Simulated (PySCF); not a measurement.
Compound: C₅H₁₇AlN₂.
Cartesian coordinates in Å at the PBE0-D3(BJ)/def2-SVP level; atoms count from 1:
```xyz
25
C5H17AlN2 angstrom
C      2.435   -0.592   -1.752
N      2.160    0.263   -0.632
C      2.936    1.471   -0.655
Al     1.059   -0.203    0.742
N     -0.815    0.558    0.183
C     -1.780    0.221    1.230
C     -0.687    2.009    0.034
C     -1.187   -0.056   -1.094
H      3.511   -0.861   -1.827
H      2.168   -0.126   -2.728
H      1.872   -1.536   -1.674
H      2.707    2.116   -1.533
H      2.753    2.073    0.250
H      4.029    1.273   -0.697
H      1.257    0.654    2.088
H      0.666   -1.761    0.793
H     -1.454    0.660    2.182
H     -1.824   -0.871    1.347
H     -2.787    0.600    0.980
H      0.082    2.226   -0.720
H     -1.645    2.461   -0.279
H     -0.372    2.449    0.990
H     -1.247   -1.146   -0.972
H     -0.412    0.170   -1.839
H     -2.161    0.327   -1.448
```

Computed with PySCF, PBE0-D3(BJ)/def2-SVP geometry optimisation, gas phase.

Question: Which atoms are bound to Al4, and at what distances?

Answer: 4 atoms: H16 1.608 Å, H15 1.608 Å, N2 1.821 Å, N5 2.097 Å. The nearest atom not counted as bound is C1, at 2.88 Å (others tie with it).

Question: List the angles at Al4.

Answer: 
```csv
angle,degrees,distance of the outer atoms (Å)
H15–Al4–H16,121.3,2.80
N2–Al4–H15,114.9,2.89
N2–Al4–H16,114.8,2.89
N2–Al4–N5,104.3,3.10
N5–Al4–H16,98.2,2.82
N5–Al4–H15,98.0,2.82
```

Question: What is the shape at Al4?

Answer: Distorted tetrahedral: angles from 98.0° to 121.3°; τ4 = (360° − α − β)/141° = 0.88 with α and β the two widest (0 for a square, 1 for a tetrahedron). The Al–N distances aren't all alike: 1.821 to 2.097 Å.

Question: What are the other bond lengths?

Answer: C1–N2, N2–C3 1.436 Å; N5–C6, N5–C7, N5–C8 1.464 Å; C1–H9 and 3 like bonds 1.112 Å; C1–H11, C3–H13 1.102 Å; C6–H17 and 8 like bonds 1.101 Å.

Question: Give some angles away from the centre.

Answer: C1–N2–C3 112.6°, C1–N2–Al4 123.5°, Al4–N5–C6 108.4°, C6–N5–C7 111.0°, C7–N5–C8 110.4°.

Question: What are the rotational constants (commonest isotopes, rigid rotor)?

Answer: A = 2546, B = 1006, C = 984.4 MHz: a near-prolate asymmetric top.

Point group: Cs (every atom within 0.08 Å of its image). Charge 0, singlet. Whether it is a minimum is left open (no frequencies).

One conformer stands for the species.
